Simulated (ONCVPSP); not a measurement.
# Ranking ONCV potentials for Cl (Z = 17)

All share these settings but for the change named:

```
Element                 : Cl
Generator               : ONCVPSP 4.0.1
Type                    : optimised norm-conserving Vanderbilt (ONCV)
Functional              : PBE
Relativity              : scalar-relativistic
Frozen core             : [Ne]
Valence charge          : 7
Reference configuration : 3s1.75 3p5.25
Partial waves           : 3s: rc 1.40 bohr, ncon 4, nbas 8, qcut 4.2 1/bohr, 2 projectors, debl 0.4 Ha; 3p: rc 1.25 bohr, ncon 3, nbas 6, qcut 7.5 1/bohr, 2 projectors, debl 2.6 Ha; d scattering state at 0.32 Ha: rc 1.15 bohr, ncon 4, nbas 7, qcut 9.8 1/bohr, 2 projectors, debl 3.4 Ha
Local potential         : polynomial inside 1.00 bohr (lpopt 1, dvloc0 0 Ha)
Core correction         : polynomial model core, fcfact 0.4
```

In the s channel the program set the typed energies aside and used -0.767, 0.250 Ha.

Cutoff: the first of the cutoffs (Ha) at which the residual kinetic energy of the hardest occupied pseudo-wave falls to 1 and 0.1 mHa per electron; the density cutoff is not measured.

The base gives 68 Ha.

Of 10 variants that were run, those that failed, showed a ghost or another fault, or gave nearly equal values are left out.

A variant can come out equal or close to the base.

(1) Rank these variants from softest to hardest (loose cutoff).
A. s: rc 1.72
B. core [He], valence charge 15; reference 2s2 2p6 3s2 3p5; waves now 2s+3s: rc 0.85 bohr, ncon 4, nbas 9, qcut 14.9 1/bohr, 3 projectors, debl 3.9 Ha; 2p+3p: rc 0.60 bohr, ncon 3, nbas 6, qcut 25.8 1/bohr, 2 projectors; d scattering state at 0.3 Ha: rc 0.60 bohr, ncon 3, nbas 7, qcut 14.4 1/bohr, local; local potential the d channel
C. s: qcut 3.5
D. p: rc 1.08

Results:

(1) A (18 Ha), D (68 Ha), C (78 Ha), B (237 Ha).
